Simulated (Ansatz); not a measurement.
H4Cl3NSi2, singlet, at a GFN2-xTB geometry; HF/def2-TZVPPD (Ansatz, an electronic-structure program).

Here is a job for Ansatz.
Ansatz 0.2 input:
```yaml
crystal:
  periodic: [false, false, false]
  atoms:
    - {symbol: Si, position_ang: [1.76026495, 0.38113642, 0.35911283]}
    - {symbol: Cl, position_ang: [3.20070929, -0.99520406, 0.58534243]}
    - {symbol: N, position_ang: [0.28833409, -0.52563270, 0.17444724]}
    - {symbol: Si, position_ang: [-1.35205367, 0.00119375, 0.24832890]}
    - {symbol: Cl, position_ang: [-2.40789603, -1.08974396, -1.06600055]}
    - {symbol: Cl, position_ang: [-1.37616446, 1.94655256, -0.22743150]}
    - {symbol: H, position_ang: [1.65492792, 1.19581889, 1.56295633]}
    - {symbol: H, position_ang: [2.03122093, 1.16515133, -0.84058233]}
    - {symbol: H, position_ang: [0.41131055, -1.51331475, 0.01044850]}
    - {symbol: H, position_ang: [-1.91378553, -0.16812646, 1.57938654]}
basis:
  gaussian:
    orbitals: def2-TZVPPD.json
hamiltonian:
  xc: hf
```
The basis file holds def2-TZVPPD in the JSON format of the Basis Set Exchange.

### Question
Predict the main parts of the log of this Ansatz run.

### Answer

```
Functional definition: HF
2331 factors; their error is unknown
mean field evaluation 1: about -54784.9645 eV, gradient 3.8e1 eV
mean field evaluation 2: about -54787.4696 eV, gradient 2.1e1 eV
mean field evaluation 4: about -54788.3604 eV, gradient 9.7e-1 eV
mean field evaluation 8: about -54789.0582 eV, gradient 5.2e-1 eV
mean field -54789.05844855 eV, -2013.4607606264 hartree, gradient 2.2e-5 eV, S^2 0.000000; 0 other end points of the search recorded, 0 dependent functions left out
reference -54789.05844855 eV, -2013.4607606264 hartree; 45, 45 occupied and 309, 309 virtual orbitals, 2331 factors
Total energy: -54789.05844855 eV, -2013.4607606264 hartree
```
